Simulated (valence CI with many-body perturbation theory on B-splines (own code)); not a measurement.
Sm⁵⁷⁺: calculated level list

Computed by configuration interaction combined with many-body perturbation theory (CI+MBPT): three valence electrons over a frozen Dirac-Fock core [He], a basis of 11 s, 11 p, 10 d, 8 f, 5 g, 2 h functions for each j, with the one-electron correlation potential Σ1, the two-electron term Σ2, the three-electron term Σ3, Breit, model QED; selected CI, second order for the rest, scaled by the run's own slope (own B-spline code, finite nucleus).

The last digits are not significant, and no measured levels were compared; by estimate large intervals hold to a few tenths of a per cent, small ones and those within an open d or f shell to about a per cent.

Levels 91 to 135 of 165, with energies above the lowest level, (2s^2 2p1/2) J=1/2. "Leading %" is the weight of the configuration and term that name the level; weights of strongly mixed levels are sums over their largest components and can fall short, so below about 35 % the name and the second component can differ from the true leading terms, or belong to a minority configuration. In the jj column 3d3/2^4 stands for four electrons in 3d with j = 3/2.

```csv
No.,Configuration,Term,J,E (× 10³ cm⁻¹),Leading %,Second component,Leading jj
91,2p2.3p,2P°,1/2,67725,86,8 % 2p2.3p 4D°,2p1/2 2p3/2 3p3/2 (99 %)
92,2p2.3d,2G,7/2,67778,51,25 % 2p2.3d 2F,2p1/2 2p3/2 3d3/2 (98 %)
93,2p2.3d,2D,5/2,67889,35,32 % 2p2.3d 2F,2p1/2 2p3/2 3d3/2 (95 %)
94,2p2.3d,2D,3/2,67932,47,16 % 2p2.3d 4D,2p1/2 2p3/2 3d3/2 (97 %)
95,2p2.3d,2P,1/2,67999,36,35 % 2p2.3d 4P,2p1/2 2p3/2 3d3/2 (99 %)
96,2p2.3d,4D,7/2,68064,46,38 % 2p2.3d 4F,2p1/2 2p3/2 3d5/2 (100 %)
97,2p2.3d,2P,3/2,68198,38,30 % 2p2.3d 4P,2p1/2 2p3/2 3d5/2 (97 %)
98,2p2.3d,2G,9/2,68201,64,36 % 2p2.3d 4F,2p1/2 2p3/2 3d5/2 (100 %)
99,2p2.3d,2F,5/2,68209,43,23 % 2p2.3d 4D,2p1/2 2p3/2 3d5/2 (96 %)
100,2p2.3d,2D,5/2,68340,60,25 % 2p2.3d 4P,2p1/2 2p3/2 3d5/2 (97 %)
101,2p2.3d,2F,7/2,68388,68,14 % 2p2.3d 2G,2p1/2 2p3/2 3d5/2 (98 %)
102,2p2.3d,2D,3/2,68429,58,30 % 2p2.3d 2P,2p1/2 2p3/2 3d5/2 (100 %)
103,2p2.3d,2P,1/2,68471,60,35 % 2p2.3d 2S,2p1/2 2p3/2 3d5/2 (99 %)
104,2p2.3s,4P,5/2,70725,64,36 % 2p2.3s 2D,2p3/2^2 3s (100 %)
105,2p2.3s,2P,3/2,70802,54,35 % 2p2.3s 2D,2p3/2^2 3s (100 %)
106,2p2.3s,2S,1/2,71203,69,20 % 2p2.3s 4P,2p3/2^2 3s (99 %)
107,2p2.3p,4P°,3/2,71269,26,20 % 2p2.3p 4S°,2p3/2^2 3p1/2 (100 %)
108,2p2.3p,2D°,5/2,71288,40,26 % 2p2.3p 2F°,2p3/2^2 3p1/2 (100 %)
109,2p2.3p,2P°,1/2,71724,76,16 % 2p2.3p 4D°,2p3/2^2 3p1/2 (99 %)
110,2p2.3p,4D°,7/2,72701,64,36 % 2p2.3p 2F°,2p3/2^2 3p3/2 (100 %)
111,2p2.3p,2D°,5/2,72701,53,37 % 2p2.3p 4P°,2p3/2^2 3p3/2 (100 %)
112,2p2.3p,2P°,1/2,72713,56,33 % 2p2.3p 2S°,2p3/2^2 3p3/2 (99 %)
113,2p2.3p,2P°,3/2,73044,62,15 % 2p2.3p 2D°,2p3/2^2 3p3/2 (100 %)
114,2p2.3d,2D,3/2,73195,32,25 % 2p2.3d 4P,2p3/2^2 3d3/2 (100 %)
115,2p2.3d,4D,5/2,73208,29,22 % 2p2.3d 2F,2p3/2^2 3d3/2 (96 %)
116,2p2.3d,2F,7/2,73221,39,30 % 2p2.3d 2G,2p3/2^2 3d3/2 (100 %)
117,2p2.3d,4P,1/2,73235,43,29 % 2p2.3d 2P,2p3/2^2 3d3/2 (96 %)
118,2p2.3p,2P°,3/2,73245,64,14 % 2p2.3p 2D°,2p3/2^2 3p3/2 (100 %)
119,2p2.3d,2F,7/2,73502,52,38 % 2p2.3d 4D,2p3/2^2 3d5/2 (100 %)
120,2p2.3d,4F,9/2,73508,64,36 % 2p2.3d 2G,2p3/2^2 3d5/2 (100 %)
121,2p2.3d,2P,1/2,73620,53,29 % 2p2.3d 2S,2p3/2^2 3d5/2 (96 %)
122,2p2.3d,2D,3/2,73637,53,24 % 2p2.3d 2P,2p3/2^2 3d3/2 (77 %)
123,2p2.3d,2D,5/2,73792,61,11 % 2p2.3d 2F,2p3/2^2 3d5/2 (97 %)
124,2p2.3d,2D,3/2,73831,54,19 % 2p2.3d 2P,2p3/2^2 3d5/2 (77 %)
125,2p2.3d,2D,5/2,74065,67,12 % 2p2.3d 2F,2p3/2^2 3d5/2 (99 %)
126,2s2.4s,2S,1/2,76937,98,,2s^2 4s (98 %)
127,2s2.4p,2P°,1/2,77161,98,,2s^2 4p1/2 (98 %)
128,2s2.4p,2P°,3/2,77806,97,,2s^2 4p3/2 (97 %)
129,2s2.4d,2D,3/2,77968,98,,2s^2 4d3/2 (98 %)
130,2s.2p.4s,4P°,1/2,77994,77,23 % 2s.2p.4s 2P°,2s 2p1/2 4s (100 %)
131,2s2.4d,2D,5/2,78156,98,,2s^2 4d5/2 (98 %)
132,2s.2p.4p,4D,1/2,78194,66,21 % 2s.2p.4p 2P,2s 2p1/2 4p1/2 (100 %)
133,2s.2p.4s,4P°,3/2,78209,60,38 % 2s.2p.4s 2P°,2s 2p1/2 4s (98 %)
134,2s2.4f,2F°,5/2,78246,98,,2s^2 4f5/2 (98 %)
135,2s.2p.4s,2P°,1/2,78254,86,14 % 2s.2p.4s 4P°,2s 2p1/2 4s (99 %)
```
